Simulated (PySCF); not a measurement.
Polarisability and C₆ of Ca (calcium, neutral)

[Ar] 4s2, closed-shell 1S. All numbers are calculated (PySCF 2.14, scalar relativity by spin-free X2C-1e, in aug-cc-pwCVQZ-X2C). Coupled (time-dependent) response in atomic units; α is the mean over directions.

```tsv
method	mean α (bohr³)	C₆ (like pair)	S(−4)
MN15	145.0	1923	10560
```

S(−4) is the Cauchy moment in α(ω) = α(0) + S(−4) ω² + …

Reference α: 160.8 ± 4 bohr³ (recommended; Schwerdtfeger and Nagle, table of static dipole polarizabilities (2023 update)). Published C₆: 2163 (Chu and Dalgarno (2004); Tang, Norbeck and Certain (1976)).

α(iu) at MN15:

```json
{"u (hartree)": "0", "α(iu) (bohr³)": "145.0"}
{"u (hartree)": "0.0500", "α(iu) (bohr³)": "122.8"}
{"u (hartree)": "0.100", "α(iu) (bohr³)": "84.87"}
{"u (hartree)": "0.200", "α(iu) (bohr³)": "39.54"}
{"u (hartree)": "0.300", "α(iu) (bohr³)": "22.15"}
{"u (hartree)": "0.500", "α(iu) (bohr³)": "10.46"}
{"u (hartree)": "0.750", "α(iu) (bohr³)": "5.958"}
{"u (hartree)": "1.00", "α(iu) (bohr³)": "4.046"}
{"u (hartree)": "1.50", "α(iu) (bohr³)": "2.304"}
{"u (hartree)": "2.00", "α(iu) (bohr³)": "1.500"}
{"u (hartree)": "3.00", "α(iu) (bohr³)": "0.7844"}
{"u (hartree)": "5.00", "α(iu) (bohr³)": "0.3325"}
```

A single London oscillator, α(iu) = α/(1 + u²/ω²), gives C₆ = (3/4) ω α². Matching the computed C₆ needs ω = 4 × 1923 / (3 × 145.0²) = 0.122 hartree.
